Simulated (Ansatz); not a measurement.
The cluster Ta4⁺ was relaxed with r2SCAN-D4 (def2-SVP) in Ansatz in these states: charge +1 doublet, charge +1 quartet. The geometries follow in no particular order.

In the def2 sets Ta takes a core potential; there is no spin–orbit coupling.

A:

Cartesian coordinates in Å:
```
Ta 0.480 0.990 1.095
Ta -0.050 0.786 -1.380
Ta 0.996 -1.237 -0.009
Ta -1.426 -0.539 0.294
```

B:

```xyz
4

Ta   -0.350    1.348    0.656
Ta    1.325   -0.506    0.829
Ta   -1.427   -0.814   -0.013
Ta    0.452   -0.028   -1.472
```

Q: Judge from the bond lengths which geometry belongs to which state (an estimate).

A: A is the charge +1 doublet (Ta2–Ta3 2.658 Å, Ta1–Ta4 2.571 Å, Ta3–Ta4 2.539 Å); B is the charge +1 quartet (Ta2–Ta3 2.895 Å, Ta1–Ta4 2.659 Å, Ta3–Ta4 2.506 Å).

At PBE0-D4/def2-TZVP a doublet lies 0.49 eV below the charge +1 quartet. These are the stationary points nearest to one start from a short search; other shapes may lie lower in each state.
